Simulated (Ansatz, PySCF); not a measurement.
Species: CaS, charge 0, multiplicity 1. 
Geometry from a B3LYP-D3(BJ)/def2-TZVP (Ansatz, a quantum-chemistry and plane-wave program) optimisation:
SMILES: [S]=[Ca]
```xyz
2

Ca     0.0000     0.0000    -1.0302
S      0.0000     0.0000     1.2878
```
Charge 0, spin multiplicity 1.

Dipole moments at this geometry, in debye (magnitudes).

| level | program | dipole (D) |
|---|---|---|
| SVWN5/def2-TZVPD | Ansatz | 9.48 |
| PBE/def2-TZVPD | Ansatz | 9.54 |
| BLYP/def2-TZVPD | Ansatz | 9.20 |
| BP86/def2-TZVPD | PySCF | 9.56 |
| TPSS/def2-TZVPD | PySCF | 9.99 |
| M06-L/def2-TZVPD | PySCF | 10.52 |
| r2SCAN/def2-TZVPD | Ansatz | 10.42 |
| B97M-V/def2-TZVPD | Ansatz | 10.02 |
| PW6B95/def2-TZVPD | PySCF | 10.48 |
| M06-2X/def2-TZVPD | PySCF | 11.10 |
| HSE06/def2-TZVPD | Ansatz | 10.54 |
| LC-wPBE/def2-TZVPD | Ansatz | 12.22 |
| wB97X-V/def2-TZVPD | Ansatz | 11.81 |
| CCSD(T)/def2-SVPD | Ansatz | 11.04 |
